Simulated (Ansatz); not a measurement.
Species: SiClF, net charge 1, doublet state. SMILES of the parent species: F[Si]Cl

Atoms: Si1, F2, Cl3. Bonds: Si1-F2, Si1-Cl3.

Bond lengths (Å) and angles (degrees) optimised at HF/STO-3G with Ansatz (a program for electronic structure); HF/6-31G* with Ansatz; PBE/6-31G* with Ansatz; B3LYP/LANL2DZ with Ansatz; B3LYP/6-31G* with Ansatz; MP2/6-31G* with Ansatz, each started from the B3LYP-D3(BJ)/def2-TZVP structure (Ansatz) of the last column. A row stands for all coordinates that are equal there. 6-31G* holds six Cartesian d functions. No wavenumbers were computed at HF/STO-3G, PBE/6-31G*, B3LYP/LANL2DZ, MP2/6-31G*, so these may be saddle points.

```
coordinate  HF/STO-3G  HF/6-31G*  PBE/6-31G*  B3LYP/LANL2DZ  B3LYP/6-31G*  MP2/6-31G*  B3LYP-D3(BJ)/def2-TZVP
----------  ---------  ---------  ----------  -------------  ------------  ----------  ----------------------
Si1-F2          1.566      1.536       1.581          1.637         1.566       1.566                   1.549
Si1-Cl3         2.056      1.951       1.989          2.125         1.984       1.952                   1.968
F2-Si1-Cl3      114.0      119.5       121.1          118.9         120.6       121.1                   120.9
```

Mean signed difference of all 2 bond lengths from B3LYP-D3(BJ)/def2-TZVP: HF/STO-3G 0.053 Å, HF/6-31G* -0.015 Å, PBE/6-31G* 0.027 Å, B3LYP/LANL2DZ 0.123 Å, B3LYP/6-31G* 0.017 Å, MP2/6-31G* 0.000 Å.
